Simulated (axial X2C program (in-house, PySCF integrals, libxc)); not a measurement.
**Basis sets for ReH**

All values come from calculations with an in-house relativistic program for diatomic molecules, spin-free (one-electron X2C) or two-component (2c: spin–orbit coupling with atomic mean-field Coulomb and Gaunt terms, which also bring small scalar terms), in Dyall basis sets with cores contracted in-house; open shells are unrestricted.

| Hamiltonian | level | Dyall basis | state | Re (Å) | ωe (cm⁻¹) | De (eV) |
| --- | --- | --- | --- | --- | --- | --- |
| spin-free | HF | Re v2z, H v2z | M_S = 2, Λ = 0 | 1.718 | 1701.9 | 0.93 |
| spin-free | PBE0 | Re v2z, H v2z | M_S = 2, Λ = 0 | 1.628 | 2142.7 | 2.21 |
| 2c | HF | Re v2z, H v2z | Ω = 2 | 1.713 | 1737.7 | 1.02 |
| 2c | PBE0 | Re v2z, H v2z | Ω = 2 | 1.630 | 2128.3 | 2.18 |

In the other basis sets:

```
Hamiltonian  level     Dyall basis           state  Re (Å)  ωe (cm⁻¹)  De (eV)
  spin-free     HF  Re cv3z, H v3z  M_S = 2, Λ = 0   1.718     1699.7     0.95
  spin-free   PBE0  Re cv3z, H v3z  M_S = 2, Λ = 0   1.626     2134.5     2.23
         2c     HF  Re cv3z, H v3z           Ω = 2   1.712     1734.9     1.03
         2c   PBE0  Re cv3z, H v3z           Ω = 2   1.628     2119.8     2.19
```

(1) How far does the basis move Re and ωe?

Each entry is the lowest single determinant of a limited PBE0 search at one distance. De goes to single-determinant-based atoms at the same level (for ions the charge split of lowest energy) and is withheld (n/a) where an atom does not fit its ground term or J level. Main or longest-lived isotopes. One determinant is a doubtful description, or other states lie close, for ReH; these need not be ground states, and all values refer to the states named. Some open-shell Ω = 0 determinants are out of reach, so the Ω given for ReH need not be the lowest component. With several unpaired electrons the Ω given is that of one determinant, not necessarily of the lowest component.

Results:

(1) HF spin-free, Re v2z, H v2z to Re cv3z, H v3z: ΔRe 0.000 Å, Δωe -2.2 cm⁻¹; PBE0 spin-free, Re v2z, H v2z to Re cv3z, H v3z: ΔRe -0.002 Å, Δωe -8.2 cm⁻¹; HF 2c, Re v2z, H v2z to Re cv3z, H v3z: ΔRe -0.001 Å, Δωe -2.8 cm⁻¹; PBE0 2c, Re v2z, H v2z to Re cv3z, H v3z: ΔRe -0.002 Å, Δωe -8.5 cm⁻¹.
